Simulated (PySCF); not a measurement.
# Ionisation energy of Yb³⁰⁺ by level of theory

Yb³⁰⁺ [Kr] 4d4 (5D) → Yb³¹⁺ [Kr] 4d3 (4F), as a difference of total energies. All numbers are calculated (PySCF 2.14, the spin-free X2C one-electron Hamiltonian (Gaussian nucleus), in an uncontracted even-tempered set (19 s from 2.5 bohr⁻², ratio 2.5; 14 p from 3.2 bohr⁻², ratio 2.5; 9 d from 3.2 bohr⁻², ratio 2.5; 4 f from 14 bohr⁻², ratio 2.7; 3 g from 21 bohr⁻², ratio 2.7)). Correlated levels: outer shells: [Ar] 3d10 frozen; virtual orbitals above 40 to 60 times the deepest correlated orbital energy dropped. The calculations carry no spin-orbit coupling.

```
                method  ionisation energy (eV)
                   UHF                  1170.7
                   LDA                  1171.9
                   PBE                  1171.7
                  PBE0                  1171.9
                r2SCAN                  1171.8
    MP2 (outer shells)                  1171.1
SCS-MP2 (outer shells)                  1170.8
```

Spin-orbit coupling is strong in these open shells (close to jj coupling). The scalar numbers leave it out and a first-order estimate fails, so it can dominate the gap to the real levels.

Breit and QED terms and the two-electron picture change are absent.

For comparison: 1175 ± 4 eV (theoretical estimate listed by NIST; NIST Atomic Spectra Database, ionization energies).
